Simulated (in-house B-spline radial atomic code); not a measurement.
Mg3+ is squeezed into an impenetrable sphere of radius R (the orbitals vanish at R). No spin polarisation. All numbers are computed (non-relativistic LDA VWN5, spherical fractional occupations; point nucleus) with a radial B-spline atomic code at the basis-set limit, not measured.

Energies in eV above the free ion in [He] 2s2 2p5:

```json
{"R (bohr)": "9.98", "highest level (eV)": "-96.3", "[He] 2s2 2p5": "0", "[He] 2s1 2p6": "31.91", "-dE/dV in [He] 2s2 2p5 (GPa)": "3.04e-12"}
{"R (bohr)": "5.57", "highest level (eV)": "-96.3", "[He] 2s2 2p5": "0", "[He] 2s1 2p6": "31.91", "-dE/dV in [He] 2s2 2p5 (GPa)": "2.26e-06"}
{"R (bohr)": "5.18", "highest level (eV)": "-96.3", "[He] 2s2 2p5": "0", "[He] 2s1 2p6": "31.91", "-dE/dV in [He] 2s2 2p5 (GPa)": "1.76e-05"}
{"R (bohr)": "3.96", "highest level (eV)": "-96.3", "[He] 2s2 2p5": "0.0004215", "[He] 2s1 2p6": "31.92", "-dE/dV in [He] 2s2 2p5 (GPa)": "0.0111"}
{"R (bohr)": "3.5", "highest level (eV)": "-96.3", "[He] 2s2 2p5": "0.003793", "[He] 2s1 2p6": "31.92", "-dE/dV in [He] 2s2 2p5 (GPa)": "0.126"}
{"R (bohr)": "3.25", "highest level (eV)": "-96.3", "[He] 2s2 2p5": "0.01236", "[He] 2s1 2p6": "31.93", "-dE/dV in [He] 2s2 2p5 (GPa)": "0.474"}
{"R (bohr)": "2.56", "highest level (eV)": "-96", "[He] 2s2 2p5": "0.3037", "[He] 2s1 2p6": "32.27", "-dE/dV in [He] 2s2 2p5 (GPa)": "18.2"}
{"R (bohr)": "2.13", "highest level (eV)": "-94.7", "[He] 2s2 2p5": "2.112", "[He] 2s1 2p6": "34.26", "-dE/dV in [He] 2s2 2p5 (GPa)": "178"}
{"R (bohr)": "1.95", "highest level (eV)": "-93.1", "[He] 2s2 2p5": "4.692", "[He] 2s1 2p6": "37.02", "-dE/dV in [He] 2s2 2p5 (GPa)": "468"}
{"R (bohr)": "1.28", "highest level (eV)": "-64.8", "[He] 2s2 2p5": "87.56", "[He] 2s1 2p6": "120.7", "-dE/dV in [He] 2s2 2p5 (GPa)": "20100"}
```

Q: Does [He] 2s1 2p6 fall below [He] 2s2 2p5 under compression?

A: No, it stays above over the whole range.
